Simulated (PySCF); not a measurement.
Geometry:
| atom | x (Å) | y (Å) | z (Å) |
| --- | --- | --- | --- |
| N1 | -2.164 | 0.421 | 0.950 |
| C2 | -1.908 | 0.400 | -0.481 |
| C3 | -0.663 | -0.436 | -0.778 |
| C4 | 0.544 | 0.135 | -0.051 |
| O5 | 1.667 | -0.740 | -0.300 |
| C6 | 2.791 | -0.381 | 0.273 |
| F7 | 3.749 | -1.253 | -0.019 |
| F8 | 3.240 | 0.833 | -0.111 |
| F9 | 2.724 | -0.311 | 1.618 |
| H10 | -2.387 | -0.511 | 1.282 |
| H11 | -2.952 | 1.022 | 1.162 |
| H12 | -1.739 | 1.432 | -0.800 |
| H13 | -2.748 | -0.004 | -1.069 |
| H14 | -0.472 | -0.451 | -1.850 |
| H15 | -0.816 | -1.462 | -0.443 |
| H16 | 0.344 | 0.180 | 1.023 |
| H17 | 0.783 | 1.138 | -0.418 |

Geometry: GFN2-xTB; GIAO shifts from PySCF, gas phase, non-relativistic, averaged over equivalent atoms.

At PBE/6-31G* (142 basis functions, 21 s wall time on 1 thread of an Arm Neoverse V2, shared host):
```
   atoms  δ (ppm)
      N1     30.7
      C6    125.7
      C4     68.2
      C2     42.0
      C3     32.7
      O5     88.7
F7/F8/F9   -101.6
 H16/H17     4.68
 H12/H13     3.21
 H14/H15     1.90
 H10/H11     0.13
```

Referencing at the same level of theory: 15N (258.75 ppm) vs NH3; 13C (192.32 ppm) and 1H (32.31 ppm) against TMS; H2O for 17O (322.59 ppm); CFCl3 for 19F (158.00 ppm).

Task: Estimate the result of repeating the calculation with PBE0/pcSseg-1.

Result: 
```csv
atoms,δ at PBE0/pcSseg-1,change
N1,37.0,+6.3
C6,131.0,+5.3
C4,71.3,+3.1
C2,43.2,+1.2
C3,34.3,+1.6
O5,110.5,+21.8
F7/F8/F9,-77.7,+23.9
H16/H17,4.64,-0.04
H12/H13,3.11,-0.10
H14/H15,1.90,+0.00
H10/H11,0.46,+0.33
```

References, each an isolated molecule treated in the same way: 15N (σ = 267.73 ppm) vs NH3; TMS for 13C (σ = 186.93 ppm), 1H (σ = 31.72 ppm); H2O for 17O (σ = 336.08 ppm); 19F (σ = 170.95 ppm) vs CFCl3.

The largest change is at F7/F8/F9 (fluorine of an OCF3 group). Cost: 193 basis functions, 29 s wall time on 1 thread of an Arm Neoverse V2, shared host. The order of the carbon signals is the same at both levels.

Unscaled 19F shifts against computed CFCl3 carry errors that often reach 10 to 50 ppm. Experimental scales use liquid or dissolved standards, which lie at an offset from isolated NH3 (liquid NH3: subtract about 20 ppm) and H2O (liquid H2O: subtract about 36 ppm).
